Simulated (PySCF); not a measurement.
**Polarisability and C₆ of Hg²⁺ (mercury, charge +2)**

[Xe] 4f14 5d10, closed-shell 1S. All numbers are calculated (PySCF 2.14, scalar relativity through the core potential, in aug-cc-pwCVTZ-PP with ECP60MDF). Coupled (time-dependent) response in atomic units; α is the mean over directions.

```csv
method,mean α (bohr³),C₆ (like pair),S(−4)
wB97M-V,7.958,51.59,11.89
```

S(−4) is the Cauchy moment in α(ω) = α(0) + S(−4) ω² + …

α(iu) at wB97M-V:

```json
{"u (hartree)": "0", "α(iu) (bohr³)": "7.958"}
{"u (hartree)": "0.0500", "α(iu) (bohr³)": "7.928"}
{"u (hartree)": "0.100", "α(iu) (bohr³)": "7.842"}
{"u (hartree)": "0.200", "α(iu) (bohr³)": "7.528"}
{"u (hartree)": "0.300", "α(iu) (bohr³)": "7.092"}
{"u (hartree)": "0.500", "α(iu) (bohr³)": "6.124"}
{"u (hartree)": "0.750", "α(iu) (bohr³)": "5.040"}
{"u (hartree)": "1.00", "α(iu) (bohr³)": "4.173"}
{"u (hartree)": "1.50", "α(iu) (bohr³)": "2.952"}
{"u (hartree)": "2.00", "α(iu) (bohr³)": "2.173"}
{"u (hartree)": "3.00", "α(iu) (bohr³)": "1.295"}
{"u (hartree)": "5.00", "α(iu) (bohr³)": "0.5921"}
```

For an ion, C₆ is the dispersion term alone; charge-induced terms of lower order in 1/R come first.

Energies and moments cover only the electrons outside the core potential. Spin-orbit coupling, which splits the p, d and f shells strongly at this Z, is absent.
